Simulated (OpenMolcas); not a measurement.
Sm3+ in a ligand field

Sm3+ with 6 ligands (bromide) in octahedral coordination (Oh) at 2.87 Å. A charge of +0.5 e stands 2.6 Å behind each ligand. Ligand basis ANO-RCC-VDZP.
```
Sm    0.0000    0.0000    0.0000
Br    2.8700    0.0000    0.0000
Br    0.0000    2.8700    0.0000
Br   -2.8700    0.0000    0.0000
Br    0.0000   -2.8700    0.0000
Br    0.0000    0.0000    2.8700
Br    0.0000    0.0000   -2.8700
```

| Property | Result |
| --- | --- |
| Program | OpenMolcas 26.06 |
| Method | CASSCF |
| Basis | ANO-RCC-VDZP [7s6p4d2f1g] |
| Scalar Hamiltonian | DKH2, point nucleus |
| Active space | 5 electrons in 7 orbitals (4f) |
| State averaging | 2S+1 = 6 odd, 21 roots; 2S+1 = 4 odd, 128 roots kept (CI in the orbitals of an earlier block, 108 in the spin-orbit step); 2S+1 = 2 odd, 130 roots kept (CI in the orbitals of an earlier block, 41 in the spin-orbit step) |
| Spin-orbit coupling | RASSI with atomic mean-field integrals over the reference wave functions |

The lowest spin-free states (labels of O, the rotations of Oh), above the lowest:

```json
{"State": "6T1", "Degeneracy": "3", "E (cm-1)": "0.0", "Free-ion L (%)": "H (100)"}
{"State": "6E", "Degeneracy": "2", "E (cm-1)": "62.8", "Free-ion L (%)": "H (100)"}
{"State": "6T2", "Degeneracy": "3", "E (cm-1)": "108.0", "Free-ion L (%)": "H (100)"}
{"State": "6T1", "Degeneracy": "3", "E (cm-1)": "272.0", "Free-ion L (%)": "H (100)"}
{"State": "6T2", "Degeneracy": "3", "E (cm-1)": "6764", "Free-ion L (%)": "F (100)"}
{"State": "6A2", "Degeneracy": "1", "E (cm-1)": "6784", "Free-ion L (%)": "F (100)"}
{"State": "6T1", "Degeneracy": "3", "E (cm-1)": "6820", "Free-ion L (%)": "F (100)"}
{"State": "4A1", "Degeneracy": "1", "E (cm-1)": "22192", "Free-ion L (%)": "I (99)"}
{"State": "4T1", "Degeneracy": "3", "E (cm-1)": "22203", "Free-ion L (%)": "I (95)"}
{"State": "4T2", "Degeneracy": "3", "E (cm-1)": "22226", "Free-ion L (%)": "I (93)"}
{"State": "4A2", "Degeneracy": "1", "E (cm-1)": "22346", "Free-ion L (%)": "I (81)"}
{"State": "4T2", "Degeneracy": "3", "E (cm-1)": "22402", "Free-ion L (%)": "I (96)"}
{"State": "4E", "Degeneracy": "2", "E (cm-1)": "22419", "Free-ion L (%)": "I (100)"}
{"State": "4A2", "Degeneracy": "1", "E (cm-1)": "22509", "Free-ion L (%)": "F (60)"}
{"State": "4T2", "Degeneracy": "3", "E (cm-1)": "22547", "Free-ion L (%)": "M (65)"}
{"State": "4T1", "Degeneracy": "3", "E (cm-1)": "22548", "Free-ion L (%)": "M (69)"}
{"State": "4A2", "Degeneracy": "1", "E (cm-1)": "22582", "Free-ion L (%)": "M (75)"}
{"State": "4T1", "Degeneracy": "3", "E (cm-1)": "22618", "Free-ion L (%)": "F (59)"}
{"State": "4T2", "Degeneracy": "3", "E (cm-1)": "22621", "Free-ion L (%)": "F (63)"}
{"State": "4E", "Degeneracy": "2", "E (cm-1)": "22628", "Free-ion L (%)": "M (100)"}
```

The lowest levels with spin-orbit coupling:

| E (cm-1) | Degeneracy | Label | 2S+1 | J | |mJ| (%) | g |
| --- | --- | --- | --- | --- | --- | --- |
| 0.0 | 2 | Γ7 | 6 | 2.51 | 3/2 (83) | 0.31 0.31 0.31 |
| 68.1 | 4 | Γ8 | 6 | 2.52 | 1/2 (50) |  |
| 1072 | 2 | Γ6 | 6 | 3.51 | 1/2 (58) | 2.02 2.02 2.02 |
| 1126 | 2 | Γ7 | 6 | 3.51 | 5/2 (75) | 2.31 2.31 2.31 |
| 1145 | 4 | Γ8 | 6 | 3.51 | 3/2 (37) |  |
| 2353 | 2 | Γ6 | 6 | 4.51 | 1/2 (58) | 4.00 4.00 4.00 |
| 2407 | 4 | Γ8 | 6 | 4.51 | 3/2 (48) |  |
| 2425 | 4 | Γ8 | 6 | 4.51 | 5/2 (48) |  |
| 3811 | 4 | Γ8 | 6 | 5.51 | 3/2 (26) |  |
| 3841 | 2 | Γ6 | 6 | 5.51 | 7/2 (73) | 4.34 4.34 4.34 |
| 3843 | 4 | Γ8 | 6 | 5.51 | 5/2 (35) |  |
| 3860 | 2 | Γ7 | 6 | 5.51 | 3/2 (46) | 4.40 4.40 4.40 |
| 5338 | 2 | Γ6 | 6 | 6.51 | 9/2 (69) | 6.32 6.32 6.32 |
| 5342 | 4 | Γ8 | 6 | 6.51 | 7/2 (33) |  |
| 5345 | 2 | Γ7 | 6 | 6.50 | 11/2 (44) | 4.47 4.47 4.47 |
| 5394 | 4 | Γ8 | 6 | 6.51 | 1/2 (41) |  |
| 5396 | 2 | Γ7 | 6 | 6.51 | 3/2 (42) | 5.31 5.31 5.31 |
| 6874 | 4 | Γ8 | 6 | 7.50 | 9/2 (39) |  |
| 6906 | 4 | Γ8 | 6 | 7.51 | 7/2 (39) |  |
| 6999 | 2 | Γ7 | 6 | 7.50 | 13/2 (40) | 7.55 7.55 7.55 |

Powder χT (cm3 K/mol): 0.013 at 2 K, 0.0284 at 10 K, 0.0994 at 50 K, 0.15 at 100 K, 0.227 at 200 K, 0.306 at 300 K. The effective moment at 300 K is 2.828 √(χT) = 1.57 μB.

Hund's rules give f5 the level 6H5/2 with g = 0.286, so an isolated free-ion multiplet has χT = g² J(J+1) / 8 = 0.089 cm3 K/mol. The computed 0.306 at 300 K differs by +243 %, through the field's splitting, the mixing of terms and any other multiplet in reach.

Stevens parameters of the J = 5/2 multiplet, which is 68 cm-1 wide (cm-1, z along the main axis): B40 = 1.890e-01, B44 = 9.484e-01.

Metal share of the active 4f orbitals (Löwdin): 100, 100, 100, 100, 100, 100, 100 %; Mulliken charge of the metal 1.81.

High states are left out of the spin-orbit mixing, which shifts the levels that they would mix with. Without dynamic correlation the ligand-field splitting of an f shell can come out too small, at times by half. The first state left out of the spin-orbit step lies near 38000 cm-1 above the lowest spin-free state of the reference (among the parities and spins computed), and the lists stop at four fifths of that energy or lower. No measured value stands beside these numbers; the geometry was imposed, not optimised, and the real ion may take another.

The RASSCF and RASSI steps took 3.3 min on 1 thread of Arm Neoverse V1 (shared host); the integral step is not counted.
